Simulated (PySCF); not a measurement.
Coordinates in bohr (charge 0 multiplicity 4):
```
Co    0.1331    0.3312    0.4280
N    -0.5142   -1.2795   -1.9856
H    -0.5738   -1.4281    2.6203
```

Computed with PySCF, UPBE0, basis Co def2-TZVP, N def2-TZVP, H def2-TZVP (no relativity, density fitting).

This geometry of HCoN is a stationary point at this level.

**Question.** What is the point group?

**Answer.** Cs.

**Question.** Is it a minimum?

**Answer.** Yes: all harmonic wavenumbers are real.

**Question.** List the harmonic modes with their infrared intensities.

**Answer.** 
```
symmetry  ω (cm⁻¹)  IR (km/mol)
      a'       421         87.9
      a'       908         18.2
      a'      1875         41.3
```

This need not be the most stable arrangement of these atoms. Other spin states or occupations of the open shell can lie lower. At this level a quartet minimum of Cs symmetry lies 19 kJ/mol below this structure.
